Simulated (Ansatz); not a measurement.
Basis-set extrapolation for C$_{3}$H$_{5}$AlCl$_{2}$ (`C=C[CH2][Al]([Cl])[Cl]`) (PBE0-D4/def2-TZVP geometry, frozen core, Ansatz 0.2.0). Multiplicity 1, RHF reference.

```
                       def2-TZVPP    def2-QZVPP
                 HF  -1277.644536  -1277.681975
    MP2 correlation     -0.945767     -1.022965
CCSD(T) correlation     -1.049813       not run
```

Energies in hartree. Use E(X) = E(∞) + A·exp(−7.88·√X) for Hartree–Fock and E(X) = E(∞) + B·X^(−2.97) for correlation, with X = 3 and 4, and add CCSD(T) minus MP2 of the smaller set to the MP2 limit.

Problem. What is the CCSD(T) energy at the basis-set limit?

Solution. HF limit: -1277.681975 + (-0.037439) × 0.13774 = -1277.68713. MP2 limit: -1.022965 + (-0.077198) × 0.74074 = -1.08015. Higher-order term: -1.049813 − (-0.945767) = -0.10405. Total: -1278.87133 hartree, 111.1 kcal/mol below CCSD(T)/def2-TZVPP.
